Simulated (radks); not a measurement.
Results of a calculation; reference values are marked as such.
In XVI, configuration [Ar] 3d10 4s2 4p4.

Code: a radial shooting solver on a logarithmic mesh with Libxc functionals. Model: non-relativistic Kohn-Sham, TPSS, spin-polarised, spherical densities, point nucleus; open shells are filled with parallel spins first (spin-orbit coupling, left out, can overturn this in heavy ions); meta-GGA in the generalised Kohn-Sham scheme; relativity is left out, which matters for an element this heavy.

Energy parts (eV):
part                       energy
total                 -154006.548
kinetic                153960.037
electron-nucleus      -353677.883
Hartree                 49608.021
exchange-correlation    -3896.724

Orbitals (lengths in bohr, moments of r in powers of bohr):
orbital  occ.  eigenvalue (eV)     <r^2>      <r^4>      <r>
1s up       1        -27195.27  0.001289  4.203e-06  0.03104
1s down     1        -27194.55  0.001289  4.203e-06  0.03104
2s up       1        -4296.842   0.02114  0.0007593   0.1342
2s down     1        -4296.561   0.02114  0.0007590   0.1342
2p up       3        -4035.837   0.01595  0.0004992   0.1145
2p down     3        -4035.232   0.01595  0.0004991   0.1145
3s up       1        -1097.723    0.1468    0.03263   0.3588
3s down     1        -1097.114    0.1467    0.03254   0.3587
3p up       3        -990.8270    0.1416    0.03176   0.3497
3p down     3        -990.0445    0.1415    0.03165   0.3496
3d up       5        -794.8174    0.1211    0.02667   0.3200
3d down     5        -793.9635    0.1209    0.02652   0.3198
4s up       1        -424.8775    0.6991     0.6837   0.7901
4s down     1        -419.7903    0.7008     0.6891   0.7908
4p up       3        -385.7856    0.7388     0.7755   0.8099
4p down     1        -380.8601    0.7418     0.7843   0.8113

The highest occupied level is 4p down at -380.86 eV. The density falls to 0.001 e/bohr^3 at r = 1.83 bohr. Summed over all electrons, <r^2> = 6.851 bohr^2, which gives a Langevin (diamagnetic) susceptibility term of -5.43 x 10^-6 cm^3/mol. The spin density at the nucleus is 0.1497 e/bohr^3 (1s -0.5337, 2s 0.3439, 3s 0.7582, 4s -0.4187). Spin moment in Bohr magnetons: 2.
